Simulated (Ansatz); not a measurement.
Geometry optimisation, RKS PBE0/def2-SVP (Ansatz 0.2.0).

Input:

```yaml
crystal:
  periodic: [false, false, false]
  atoms:
    - { symbol: O, position_ang: [-0.9127, 1.6639, -0.8603] }
    - { symbol: Ge, position_ang: [0.0781, 0.924, 0.3522] }
    - { symbol: O, position_ang: [1.1928, -0.1896, -0.4944] }
    - { symbol: Si, position_ang: [0.2732, -1.3616, 0.1894] }
    - { symbol: H, position_ang: [-1.7267, 1.0847, -0.994] }
    - { symbol: H, position_ang: [-0.41215, 2.51234, -0.95879] }
    - { symbol: H, position_ang: [0.8814, -2.0658, 1.3143] }
    - { symbol: H, position_ang: [-0.606, -1.9749, -0.8464] }
basis:
  gaussian: { orbitals: def2-SVP }
hamiltonian:
  xc: pbe0
relax:
  f_tol: 0.02
  max_steps: 50
```

Run as:

```bash
$ ansatz run input.yaml --threads 2 --pin off --max-ram 3072MiB --backend cpu --events-out ev --progress --plain --runs-dir out
```

**Question.** Where does it end, and by what steps?

**Answer.** It converged. After 21 steps the energy has fallen by 2.970 eV; H6 moved furthest, 1.27 Å.

| step | energy less start (eV) | largest force component (eV/Å) | accepted |
| --- | --- | --- | --- |
| 0 | 0.0000 | 7.089 | yes |
| 1 | -1.4478 | 3.477 | yes |
| 2 | -2.3245 | 1.126 | yes |
| 3 | -2.7033 | 0.850 | yes |
| 4 | -2.7607 | 1.545 | yes |
| 5 | -2.7992 | 0.576 | yes |
| 6 | -2.8870 | 0.263 | yes |
| 7 | -2.8622 | 1.314 | no |
| 8 | -2.9017 | 0.416 | yes |
| 9 | -2.9105 | 0.136 | yes |
| 10 | -2.9151 | 0.063 | yes |
| 11 | -2.9127 | 0.829 | no |
| 12 | -2.9222 | 0.051 | yes |
| 13 | -2.9296 | 0.104 | yes |
| 14 | -2.9356 | 0.535 | yes |
| 15 | -2.9324 | 0.900 | no |
| 16 | -2.9490 | 0.224 | yes |
| 17 | -2.9580 | 0.169 | yes |
| 18 | -2.9630 | 0.393 | yes |
| 19 | -2.9700 | 0.045 | yes |
| 20 | -2.9702 | 0.033 | yes |
| 21 | -2.9704 | 0.013 | yes |

```xyz
8
Properties=species:S:1:pos:R:3
O -0.983 1.706 -0.771
Ge 0.351 1.133 1.018
O 1.201 0.164 -0.361
Si 0.171 -1.077 0.211
H -1.762 1.140 -0.853
H -0.321 1.309 -1.367
H 0.911 -2.285 0.684
H -0.800 -1.496 -0.858
```

Run time: 43 s on 2 threads of Arm Neoverse V2, with other jobs on the host, peak memory 0.21 GiB.
